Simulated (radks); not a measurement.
Results of a calculation; reference values are marked as such.
Ionisation of the rhenium ion Re+, [Xe] 4f14 5d5 6s1, to Re2+, [Xe] 4f14 5d5, under several functionals. Scalar-relativistic Kohn-Sham, spin-polarised, spherical densities, finite nucleus; open shells are filled with parallel spins first (spin-orbit coupling, left out, can overturn this in heavy ions); a radial shooting solver on a logarithmic mesh with Libxc functionals. Known Delta-SCF values: Wu-Cohen GGA 17.283 eV; PBE 17.202 eV; OLYP 16.827 eV. What does exchange-only r2SCAN give, and what is its highest occupied eigenvalue?

Answer. 16.698 eV by Delta-SCF; the 6s eigenvalue is -13.424 eV. NIST: 16.6 eV (semi-empirical).
